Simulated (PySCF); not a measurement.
H3BF2Si, SMILES FB(F)[SiH3], PBE0/def2-SVP optimised geometry.

```
7

B      0.59    -0.73     0.00
F      0.01    -1.91     0.01
F      1.91    -0.73     0.00
Si    -0.45     1.02     0.00
H      0.06     1.91    -1.08
H     -0.24     1.71     1.31
H     -1.91     0.78    -0.20
```

Density from PBE0/def2-TZVP (PySCF) at that geometry.

Minimum of the electron density along straight lines between bonded atoms, close to the bond critical point (lines longer than 1.1 times the sum of covalent radii, or with two minima, are not listed):

```json
[
 {"bond": "B1–F2", "length / Å": "1.318", "ρ at the minimum / e bohr⁻³": "0.207", "∇²ρ there / e bohr⁻⁵": "1.30", "position (fraction from the first atom)": "0.34"},
 {"bond": "B1–F3", "length / Å": "1.320", "ρ at the minimum / e bohr⁻³": "0.206", "∇²ρ there / e bohr⁻⁵": "1.29", "position (fraction from the first atom)": "0.34"},
 {"bond": "B1–Si4", "length / Å": "2.035", "ρ at the minimum / e bohr⁻³": "0.108", "∇²ρ there / e bohr⁻⁵": "-0.02", "position (fraction from the first atom)": "0.62"},
 {"bond": "Si4–H5", "length / Å": "1.495", "ρ at the minimum / e bohr⁻³": "0.118", "∇²ρ there / e bohr⁻⁵": "0.15", "position (fraction from the first atom)": "0.49"},
 {"bond": "Si4–H6", "length / Å": "1.496", "ρ at the minimum / e bohr⁻³": "0.117", "∇²ρ there / e bohr⁻⁵": "0.15", "position (fraction from the first atom)": "0.49"},
 {"bond": "Si4–H7", "length / Å": "1.493", "ρ at the minimum / e bohr⁻³": "0.119", "∇²ρ there / e bohr⁻⁵": "0.15", "position (fraction from the first atom)": "0.49"}
]
```
